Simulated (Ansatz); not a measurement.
`FC(F)=CC(F)F` and `FC(F)=[CH][AlH2]` differ in one atom or group.

Ansatz, PBE0-D4/def2-TZVP geometries, multiplicity 1. Each molecule was computed in one conformer, which needn't be the lowest.

| property | `FC(F)=CC(F)F` |
| --- | --- |
| zero-point energy (PBE0-D4/def2-TZVP) / kJ/mol | 133.7 |
| HOMO–LUMO gap (PBE0/def2-TZVPP) / eV | 8.12 |
| LUMO energy (PBE/def2-TZVPP) / eV | -1.28 |
| LUMO energy (PBE0/def2-TZVPP) / eV | -0.24 |
| HOMO energy (PBE/def2-TZVPP) / eV | -6.98 |
| LUMO energy (B3LYP/def2-TZVPP) / eV | -0.54 |

**Question.** What does the change do to each property? (An estimate is asked.)

**Answer.** Ansatz gave: 
```csv
property,`FC(F)=[CH][AlH2]`,shift
zero-point energy (PBE0-D4/def2-TZVP) / kJ/mol,106.3,-27.4
HOMO–LUMO gap (PBE0/def2-TZVPP) / eV,6.21,-1.91
LUMO energy (PBE/def2-TZVPP) / eV,-2.51,-1.23
LUMO energy (PBE0/def2-TZVPP) / eV,-1.74,-1.50
HOMO energy (PBE/def2-TZVPP) / eV,-6.73,0.25
LUMO energy (B3LYP/def2-TZVPP) / eV,-1.97,-1.43
```

With PBE0 the HOMO rises by 0.40 eV and the LUMO falls by 1.50 eV, so the gap narrows by about 1.90 eV. PBE moves the HOMO by 0.25 eV and ωB97M-V by 0.46 eV. The zero-point energy changes by -27.4 kJ/mol with -3 modes.

B3LYP here is the variant with VWN-RPA as its local correlation; programs differ in this.
